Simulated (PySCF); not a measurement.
A calculated (PBE, PySCF 2.14, cc-pVDZ-X2C, scalar relativity by spin-free X2C-1e) atom or ion has these occupied shells.

```json
{"shell": "1s α", "electrons": "1", "orbital energy (eV)": "-53534.5", "rms radius, mean of both spins (bohr)": "0.0240"}
{"shell": "1s β", "electrons": "1", "orbital energy (eV)": "-53534.5", "rms radius, mean of both spins (bohr)": "0.0240"}
{"shell": "2s α", "electrons": "1", "orbital energy (eV)": "-8936.5", "rms radius, mean of both spins (bohr)": "0.0971"}
{"shell": "2s β", "electrons": "1", "orbital energy (eV)": "-8936.4", "rms radius, mean of both spins (bohr)": "0.0971"}
{"shell": "2p α", "electrons": "3", "orbital energy (eV)": "-7949.1", "rms radius, mean of both spins (bohr)": "0.0874"}
{"shell": "2p β", "electrons": "3", "orbital energy (eV)": "-7949.1", "rms radius, mean of both spins (bohr)": "0.0874"}
{"shell": "3s α", "electrons": "1", "orbital energy (eV)": "-2011.0", "rms radius, mean of both spins (bohr)": "0.250"}
{"shell": "3s β", "electrons": "1", "orbital energy (eV)": "-2008.9", "rms radius, mean of both spins (bohr)": "0.250"}
{"shell": "3p α", "electrons": "3", "orbital energy (eV)": "-1706.4", "rms radius, mean of both spins (bohr)": "0.251"}
{"shell": "3p β", "electrons": "3", "orbital energy (eV)": "-1704.4", "rms radius, mean of both spins (bohr)": "0.251"}
{"shell": "3d α", "electrons": "5", "orbital energy (eV)": "-1306.4", "rms radius, mean of both spins (bohr)": "0.230"}
{"shell": "3d β", "electrons": "5", "orbital energy (eV)": "-1304.8", "rms radius, mean of both spins (bohr)": "0.230"}
{"shell": "4s α", "electrons": "1", "orbital energy (eV)": "-419.44", "rms radius, mean of both spins (bohr)": "0.563"}
{"shell": "4s β", "electrons": "1", "orbital energy (eV)": "-414.77", "rms radius, mean of both spins (bohr)": "0.563"}
{"shell": "4p α", "electrons": "3", "orbital energy (eV)": "-318.59", "rms radius, mean of both spins (bohr)": "0.598"}
{"shell": "4p β", "electrons": "3", "orbital energy (eV)": "-313.97", "rms radius, mean of both spins (bohr)": "0.598"}
{"shell": "4d α", "electrons": "5", "orbital energy (eV)": "-179.29", "rms radius, mean of both spins (bohr)": "0.656"}
{"shell": "4d β", "electrons": "5", "orbital energy (eV)": "-174.75", "rms radius, mean of both spins (bohr)": "0.656"}
{"shell": "5s α", "electrons": "1", "orbital energy (eV)": "-71.405", "rms radius, mean of both spins (bohr)": "1.36"}
{"shell": "5s β", "electrons": "1", "orbital energy (eV)": "-69.123", "rms radius, mean of both spins (bohr)": "1.36"}
{"shell": "5p α", "electrons": "3", "orbital energy (eV)": "-46.793", "rms radius, mean of both spins (bohr)": "1.58"}
{"shell": "5p β", "electrons": "3", "orbital energy (eV)": "-45.101", "rms radius, mean of both spins (bohr)": "1.58"}
{"shell": "4f α", "electrons": "7", "orbital energy (eV)": "-28.546", "rms radius, mean of both spins (bohr)": "0.912"}
{"shell": "4f β", "electrons": "2", "orbital energy (eV)": "-24.941", "rms radius, mean of both spins (bohr)": "0.912"}
{"shell": "6p α", "electrons": "1", "orbital energy (eV)": "-13.208", "rms radius, mean of both spins (bohr)": "4.12"}
```

Task: Name the element and its charge.

Result: Dy²⁺ (dysprosium, charge +2), in [Xe] 4f9 6p1, one real determinant (an excited configuration).
